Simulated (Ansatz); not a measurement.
Cost and result up the ladder for Li₄H₄ (relaxed from a model of (LiH)4 ring, whose bonding it doesn't keep) (8 atoms). Charge 0, multiplicity 1. Geometry: PBE-D4/def2-TZVP.

Cartesian coordinates in Å:
```
Li -2.1133 -0.0954 -0.0819
Li -0.1090 0.6817 2.0057
Li 2.1136 0.0863 0.0849
Li 0.1087 -0.6715 -2.0090
H -1.6940 0.4449 1.4664
H 1.5273 0.5854 1.5926
H 1.6941 -0.4475 -1.4656
H -1.5273 -0.5840 -1.5931
```

Ansatz on 2 threads of Arm Neoverse V1 on a shared host. Times are rough, and most runs start from the orbitals of an earlier one. PBE0-D4/def2-TZVP serves as the yardstick here, not as an exact answer. Differences are given only for rows in sets of like size (and for xTB, whose basis is part of the method), since another set adds its own error. Binding counts from free atoms at the same level (Li doublet, H doublet; other spins of the atoms weren't run), without zero-point energy or a counterpoise term.

LC-ωPBE has ω = 0.4 bohr⁻¹. Correlated methods freeze no core orbitals; core or outer-core shells of Li are correlated, in sets that lack core-valence functions. Another isomer (singlet) lies 0.46 eV lower at PBE0-D4/def2-TZVP; other spin states weren't run for this one.

Correlated methods converge slowly with the basis.

```csv
level,functions,wall time,binding energy per atom (eV),difference from PBE0-D4/def2-TZVP (eV)
MP2/def2-TZVP,80,0.25 s,1.75,-0.14
PBE-D4/def2-SVP,56,0.7 s,1.93,–
BLYP-D4/def2-TZVP,80,0.8 s,1.99,0.10
BHLYP-D4/def2-TZVP,80,0.8 s,1.99,0.11
LC-ωPBE/def2-TZVP,80,0.85 s,1.90,0.02
PBE0-D4/def2-SVP,56,0.85 s,1.92,–
PBE-D4/def2-TZVP (with forces),80,0.9 s,1.89,0.01
PBE0-D4/def2-TZVP,80,1.1 s,1.88,0.00
r2SCAN-D4/def2-TZVP,80,1.5 s,1.92,0.04
CCSD(T)/def2-TZVPP,132,7.5 s,1.96,0.07
```
